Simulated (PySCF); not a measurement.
**How methods differ on the ionisation energy of Mn⁺**

Mn⁺ [Ar] 3d5 4s1 (7S) → Mn²⁺ [Ar] 3d5 (6S), as a difference of total energies. Calculation: PySCF 2.14, in dyall-av2z (16s12p7d2f, 101 functions); no relativity, point nucleus. Correlated levels: valence: [Ar] frozen; virtual orbitals above 40 to 60 times the deepest correlated orbital energy dropped. The calculations carry no spin-orbit coupling.

| method | ionisation energy (eV) | difference from reference (eV) |
| --- | --- | --- |
| UHF | 14.692 | -0.948 |
| LDA | 16.305 | +0.665 |
| PBE | 16.076 | +0.436 |
| PBE0 | 15.767 | +0.127 |
| r2SCAN | 15.937 | +0.297 |
| TPSS | 15.799 | +0.159 |
| B2PLYP | 15.458 | -0.182 |
| wB97X-V | 15.388 | -0.252 |
| wB97M-V | 15.459 | -0.181 |
| MP2 (valence) | 15.084 | -0.556 |
| SCS-MP2 (valence) | 14.822 | -0.818 |

Reference: 15.640 eV (measured; NIST Atomic Spectra Database, ionization energies).

These non-relativistic numbers lack the scalar-relativistic shift.

Errors of the correlated levels include the incompleteness of this basis and the frozen core.
